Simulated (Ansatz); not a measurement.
Potential energy surface of H₃B, singlet: umbrella (inversion) coordinate, bond length relaxed. Scanned: angle between the B-H bonds and the threefold axis (90 = planar). Other coordinates (B-H bond length) were minimised at B3LYP/def2-TZVP.

The free coordinates were minimised at B3LYP/def2-TZVP in PySCF; the energy column is full CI/def2-SVP, frozen core (Ansatz, an electronic-structure program), in eV.

| a / ° | B-H bond length / Å | E |
|---|---|---|
| 90 | 1.190 | 0.000 |
| 93.72 | 1.190 | 0.036 |
| 95.89 | 1.190 | 0.091 |
| 99.33 | 1.191 | 0.228 |
| 101.73 | 1.192 | 0.359 |
| 104.74 | 1.193 | 0.567 |
| 108.16 | 1.195 | 0.860 |
| 110.38 | 1.197 | 1.082 |
| 113.65 | 1.199 | 1.458 |
| 116.30 | 1.202 | 1.804 |
| 119.83 | 1.205 | 2.324 |
| 123.34 | 1.209 | 2.910 |
| 125.99 | 1.212 | 3.398 |
| 128.56 | 1.215 | 3.908 |
| 132 | 1.219 | 4.648 |
